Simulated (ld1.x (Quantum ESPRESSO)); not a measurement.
**Before and after: TM potential for tantalum**

- Element: tantalum (Ta)
- Generator: ld1.x (Quantum ESPRESSO) 7.5
- Type: norm-conserving Troullier–Martins (Kleinman–Bylander form)
- Functional: PBE
- Relativity: fully relativistic
- Frozen core: [Xe] 4f14
- Valence charge: 5
- Reference configuration: 5d3 6s1.5 6p0.5
- Partial waves: 6s (bound): rc 2.20 bohr; 6p (bound): rc 3.25 bohr; 5d (bound): rc 2.90 bohr
- Local potential: all-electron potential smoothed inside 2.85 bohr (lloc = -1)
- Core correction: none

Open shells are filled in proportion to 2j + 1 (rel_dist='average').

Change: all radii scaled by about 1.17 (s 2.58, p 3.80, d 3.38 bohr); local potential all-electron potential smoothed inside 3.34 bohr (lloc = -1).

Cutoffs: the cutoffs (Ry, on a coarse ladder) from which the occupation-weighted sum of valence levels, in a spherical-Bessel basis at the reference potential, stays within 10 and 1 mRy of its value at 400 Ry; they do not see the model core or the augmentation charge, which bear on the density cutoff. Errors are all-electron minus pseudo energies relative to the spin-unpolarised reference configuration.

**Question.** What does the change do?

**Answer.** The potential gets softer (21 Ry and 30 Ry → 18 Ry and 21 Ry); of the 7 tests that both files solve, the error grows in 1 and shrinks in 3 by more than 15 % and 0.3 meV (median size 8.2 → 8.2 meV); neither file shows a bound ghost. A larger radius leaves more room for a smooth pseudo-wave, so fewer plane waves are needed.

```csv
quantity,base,changed
"cutoff, loose",21 Ry,18 Ry
"cutoff, tight",30 Ry,21 Ry
loose cutoff by channel (10 mRy a level),"s 10 Ry, p 6 Ry, d 18 Ry","s 6 Ry, p 6 Ry, d 18 Ry"
bound ghosts,none,none
"error for 5d3 6s2 6p0, meV [ΔE -2.04 eV]",+1.1,+0.5
"error for 5d3 6s1 6p0, meV [ΔE 6.43 eV]",+8.2,+7.1
"error for 5d3 6s0 6p0, meV [ΔE 21.40 eV]",+108,+88
"error for 5d2 6s2 6p1, meV [ΔE 0.91 eV]",+36,+41
"error for 5d4 6s1 6p0, meV [ΔE 0.05 eV]",+1.4,+8.2
"error for 5d2 6s0 6p0, meV [ΔE 45.00 eV]",+181,+173
"error for 5d3.5 6s1.5 6p0, meV [ΔE -1.05 eV]",-1.4,0.0
```
